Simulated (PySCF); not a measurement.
## Static response to an electric field

Species: C₃H₉N₃Si₂.
Structure used (GFN2-xTB), in Å, numbered top down from 1:
```
atom  x, y, z in Å
N1     2.343   -1.899   -0.277
C2     2.040   -0.944   -0.846
C3     1.578    0.217   -1.471
C4     1.493    1.471   -0.593
Si5   -0.218    0.779   -1.005
Si6   -1.381   -0.609    0.404
N7    -2.659    0.352    1.053
N8    -0.252   -1.144    1.590
H9     1.951    0.351   -2.478
H10    1.892    1.350    0.406
H11    1.867    2.372   -1.060
H12   -0.736    1.502   -2.172
H13   -2.105   -1.667   -0.320
H14   -2.432    1.175    1.587
H15   -3.439   -0.116    1.484
H16   -0.575   -1.639    2.407
H17    0.625   -1.539    1.281
```

Level: PBE0/def2-SVPD (PySCF), static field, nuclei fixed, core orbitals frozen in the response. The polarisability tensor in these axes (au):

```
x   121.85  -4.81  -6.78
y    -4.81 106.52 -11.01
z    -6.78 -11.01  96.85
```

Problem. What are the eigenvalues, a third of the trace, and Δα (Δα² = ½Σ(αi − αj)² over the three pairs)?

Solution. Principal values 87.64, 113.70 and 123.88 au; mean 108.41 au = 16.06 Å³ = 17.87 × 10⁻⁴⁰ C²·m²/J; Δα = 32.37 au (30 % of the mean).

Problem. What is the dipole moment, and where does it point?

Solution. (-2.49, 2.56, 0.53) D, 3.61 D in size, pointing from the negative to the positive side. Measured along this direction, the outermost atoms are N1 at the negative end and H14 at the positive end.

Problem. Refractivity n − 1 of an ideal gas of it at 500 K and 1 atm, from the electronic α?

Solution. N = p/kT = 1.4678 × 10¹⁹ cm⁻³, so n − 1 = 2π × N × 16.06 × 10⁻²⁴ cm³ = 1482 × 10⁻⁶ at long wavelengths, for an ideal gas.

Problem. Rayleigh depolarisation ratio (linearly polarised light, static tensor)?

Solution. ρ = 3Δα²/(45ᾱ² + 4Δα²) = 3143.1/(528856 + 4190.8) = 0.0059.

Problem. Along which axes do the principal values lie, and how far do the nuclei extend along each?

Solution. Largest value along (0.97, -0.15, -0.18), where the nuclei span 6.21 Å; middle along (0.03, 0.83, -0.56), 5.33 Å; least along (0.24, 0.53, 0.81), 3.14 Å. The response follows the extents in order.

Problem. Find the Langevin capture rate constant for NO+ (29.998 u) meeting this molecule (143.034 u), k = 2.342 × 10⁻⁹ cm³/s × √(α in Å³ / reduced mass in u).

Solution. The reduced mass is 24.80 u, so k = 1.89 × 10⁻⁹ cm³/s. The formula leaves out the permanent dipole, which adds to the capture rate.

Problem. Form Σ f/ω² (atomic units) for the 8 lowest TDDFT singlets, given as eV and f, and set it beside the mean polarisability, which is this sum over all singlets: 5.33, 0.0038; 5.47, 0.1680; 5.63, 0.0024; 5.79, 0.0072; 5.98, 0.0094; 6.33, 0.0333; 6.51, 0.0155; 6.62, 0.0140.

Solution. They add up to 5.78 au, 5.3 % of the 108.41 au; the largest single term is 4.15 au, from the state at 5.47 eV. Terms in order: 0.10, 4.15, 0.06, 0.16, 0.19, 0.62, 0.27, 0.24 au. Higher excitations give the rest. The strengths listed sum to 0.254.

The structure is a single GFN2-xTB conformer in the gas phase; no vibrational or solvent corrections.

The run behind these numbers computed excited states as well. The run took 1.8 min wall (with the writing of density and orbital grids) on one thread of an Arm Neoverse N1, no GPU, on a shared host, and the process peaked at 1.0 GiB of memory.
